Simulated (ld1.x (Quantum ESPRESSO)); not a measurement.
What the settings do to the TM potential of C (Z = 6)

Base potential:

ld1.x (Quantum ESPRESSO) 7.5 input, shortened:

```
&input
   title='C', zed=6., rel=0, dft='BP', iswitch=3,
   config='[He] 2s2 2p2 3d-2'
 /
 &inputp
   pseudotype=2, tm=.true., lloc=0,
   nlcc=.false.
 /
3
2P  2  1   2.00   0.00  1.60  1.60  0.0
3D  3  2  -2.00   0.45  1.50  1.50  0.0
2S  1  0   2.00   0.00  1.25  1.25  0.0
 &test
   configts(1)='2s2 2p2'
 /
```

Cutoffs, loose and tight: the cutoffs (Ry, on a coarse ladder) from which the occupation-weighted sum of valence levels, in a spherical-Bessel basis at the reference potential, stays within 10 and 1 mRy of its value at 400 Ry. They do not see the model core or the augmentation charge, which bear on the density cutoff. Test errors are all-electron minus pseudo excitation energies from the reference, over the configurations 2s2 2p1; 2s2 2p0; 2s1 2p0; 2s2 2p1.5; 2s1 2p2; 2s0 2p4; 2s2 2p2.3. A dash means not determined; rows that change the core or the reference have their own tests.

```csv
change,outcome,"cutoff, loose","cutoff, tight",bound ghosts,largest test error (meV)
base,generated,40 Ry,80 Ry,none,+319
"all radii scaled by about 0.77 (s 0.96, p 1.22, d 1.16 bohr)",generated,60 Ry,100 Ry,none,+231
"all radii scaled by about 0.85 (s 1.06, p 1.36, d 1.26 bohr)",generated,50 Ry,100 Ry,none,+252
"all radii scaled by about 0.90 (s 1.12, p 1.44, d 1.36 bohr)",generated,45 Ry,90 Ry,none,+269
"all radii scaled by about 1.15 (s 1.44, p 1.84, d 1.72 bohr)",generated,35 Ry,70 Ry,none,+460
"all radii scaled by about 1.24 (s 1.56, p 1.98, d 1.86 bohr)",generated,30 Ry,55 Ry,none,+574
"all radii scaled by about 1.28 (s 1.60, p 2.06, d 1.92 bohr)",generated,30 Ry,50 Ry,none,+669
"all radii scaled by about 1.37 (s 1.72, p 2.20, d 2.06 bohr)",generated,25 Ry,45 Ry,none,+789
```

(1) What comes out with this change to the base: all radii scaled by about 1.07 (s 1.34, p 1.72, d 1.60 bohr)?

## Answers

(1) outcome: generated; cutoff, loose: 35 Ry; cutoff, tight: 80 Ry; bound ghosts: none; largest test error (meV): +377.

Reading the sweep of the scale of all radii (base = 1) (base included, trends over the rows without a ghost): The loose cutoff falls from 60 Ry at 0.77 to 25 Ry at 1.37. A larger radius leaves more room for a smooth pseudo-wave, so fewer plane waves are needed; a smaller one forces it to follow the all-electron wave where it bends sharply. The median size of the test errors (rows with all tests solved) rises from 7.3 meV at 0.77 to 41.5 meV at 1.37. More of the atom is replaced by a form fitted at one configuration, so other configurations suffer as the radius grows.
